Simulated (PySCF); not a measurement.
A geometry optimisation on `N[SiH2][SiH2]Br`.

Computed with PBE0-D3(BJ)/def2-SVP geometry optimisation, gas phase (PySCF 2.14.0). Start geometry: GFN2-xTB. A driver script takes a list of jobs; this job's settings line and coordinates (Å) are shown.

Input:
```
{"job": {"xc": "PBE0", "basis": "def2-SVP", "d3": "d3bj", "grid": 1, "maxiter": 30, "shake": 0.01, "kind": "geom"}, "charge": 0, "multiplicity": 1}
N     -1.532620     0.335750    -0.654640
Si    -0.655690    -0.602880     0.443530
Si     1.530080    -0.098840    -0.025200
Br     1.904450     2.117810     0.145810
H     -2.551720     0.220270    -0.740020
H     -1.340730     1.344980    -0.772380
H     -0.954380    -0.393000     1.871270
H     -0.952990    -1.980840     0.103540
H      2.071610    -0.351670    -1.336870
H      2.532420    -0.612500     0.943900
```

Output:
```
step   0  E = -3210.41716545  max force = 0.034786
step   1  E = -3210.42562787  max force = 0.002470
step   2  E = -3210.42573415  max force = 0.001527
step   3  E = -3210.42575689  max force = 0.000523
step   4  E = -3210.42576519  max force = 0.000397
optimisation converged
```

Energies in Eh; «max force» is the largest Cartesian gradient component in Eh/bohr.

Q: Give the first gradient maximum in eV/Å.

A: With 1 Eh/bohr = 51.422 eV/Å, 1.789 eV/Å.

Q: How much energy does the optimisation release, in kcal/mol?

A: E(step 0) − E(last step) = 0.008600 Eh, which is 5.4 kcal/mol.

In short: final energy -3210.42577 Eh after 4 steps; dipole 1.64 D.

Q: Where do the atoms end?

A: 0.094 Å rms from the input after alignment:
```
atom  x, y, z in Å
N1    -1.5375    0.4131   -0.6844
Si2   -0.6557   -0.6064    0.4037
Si3    1.5944   -0.0920    0.0019
Br4    1.7222    2.1495    0.1658
H5    -2.5440    0.3135   -0.7649
H6    -1.2702    1.3920   -0.7301
H7    -0.8992   -0.4200    1.8756
H8    -0.9543   -2.0371    0.0869
H9     2.0511   -0.4589   -1.3712
H10    2.5454   -0.6699    0.9976
```

Time: 39 s; peak memory 0.47 GiB. Hardware: one thread, Intel Xeon Platinum 8175M at 2.50 GHz (x86_64), shared host with 48 logical CPUs at a one-minute load of 46.
Labels such as C1 count atoms from 1, the log's own numbers from 0.
